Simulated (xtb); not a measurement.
Harmonic IR lines of one isomer of C₃H₃F, unscaled. All values below come from xtb 6.7.1 with GFN2-xTB.

```tsv
wavenumber (cm⁻¹)	relative intensity
210	3.2
771	13
1031	11
1258	100
1391	8.6
1451	6.6
2492	46
3013	17
3019	7.5
```

Task: Identify which structure gives these lines.
A. `C#CCF`
B. `CC#CF`
C. `FC1=CC1`
D. `C=C=CF`

Result: B, `CC#CF`
